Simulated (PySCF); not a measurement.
# ZrH₂: fields on a plane

These are results of UPBE0 in PySCF with Zr def2-TZVP with ECP28, H def2-TZVP; scalar-relativistic core potentials, no spin–orbit coupling; density-fitted integrals, not measurements.

The triplet minimum has Zr–H 1.860 Å (×2); H–Zr–H 118.9°.

The plane holds Zr1 at (0.00, 0.00), H2 at (1.86, 0.00), H3 at (-0.90, 1.63) Å. Columns run from x = -2.85 to 4.05 Å, rows from y = 4.05 (top) to -1.95 Å, in steps of 0.3 Å. Other isomers or separated fragments may lie lower. Core electrons replaced by a potential are absent, the electrostatic potential uses the reduced nuclear charge, and values within about 0.7 Å of such atoms have no physical meaning.

**Question.** Give the electron density (e/Å³) (cut at 5 e/Å³). Lower edges of the bins (e/Å³): '_' 0.000, '.' 0.028, ':' 0.072, '-' 0.143, '=' 0.254, '+' 0.431, '*' 0.711, '#' 1.155, '%' 1.858, '@' 2.973; top 4.74, each point printed twice.

**Answer.** 
```
________________________________________________
________________________________________________
________________________________________________
________________________________________________
________________________________________________
________......::....____________________________
________..::------::..__________________________
______..::==++++==--::..________________________
______..--++####++==::..________________________
______..--++****++==--....__....________________
______..::==++++++++==--::..::::....____________
______..::--==++######**==--------::..__________
________..::==**@@@@@@%%**====++++==::..________
________..::==%%@@====@@##++++####++--..________
__________::==%%@@====@@%%++**####++--..________
__________..--**@@@@@@@@**++++++++==::..________
__________..::==**##%%**++--------::..__________
____________..::--====--::::::::....____________
____________......::::..........________________
________________....____________________________
________________________________________________
```

**Question.** Give the spin density (e/Å³) (cut at ±0.5 e/Å³). Lower edges of the bins (e/Å³): '0' -0.041, '1' 0.005, '2' 0.050, '3' 0.096, '4' 0.141, '5' 0.187, '6' 0.232, '7' 0.278, '8' 0.323, '9' 0.369; top 0.41.

**Answer.** 
```
000000000000000000000000
000000000000000000000000
000000000000000000000000
000000000000000000000000
000000000000000000000000
000000000000000000000000
000000000000000000000000
000000000000000000000000
000000000001000000000000
000000000111110000000000
000000111111110000000000
000001123101110000000000
000001247300110000000000
000001259101211000000000
000000124018521000000000
000011110058421000000000
000111111023211000000000
000111111111110000000000
000111111110000000000000
000011111110000000000000
000011111110000000000000
```

With open d or f shells other occupations or spin states may lie lower.
